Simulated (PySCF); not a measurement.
## How methods differ on the excitation energy of Pt²⁺

Pt²⁺ [Xe] 4f14 5d8 (3F) → Pt²⁺ [Xe] 4f14 5d7 6p1 (high-spin determinant), as a difference of total energies. Calculation: PySCF 2.14, in aug-cc-pwCVDZ-PP with ECP60MDF (6s6p5d3f, 70 functions); a scalar-relativistic core potential. Correlated levels: valence and next inner shell: nothing frozen outside the core potential. The calculations carry no spin-orbit coupling.

```csv
method,excitation energy (eV)
UHF,10.414
MP2 (valence and next inner shell),10.880
SCS-MP2 (valence and next inner shell),11.025
CCSD (valence and next inner shell),10.773
CCSD(T) (valence and next inner shell),10.760
```

Question: How much does correlation contribute at CCSD(T) (valence and next inner shell)?

Answer: 10.760 − (10.414) = 0.346 eV, measured against UHF.

The determinant of the upper state mixes LS terms, which raises its energy above the lowest term, most at the Hartree-Fock and MP2 levels.
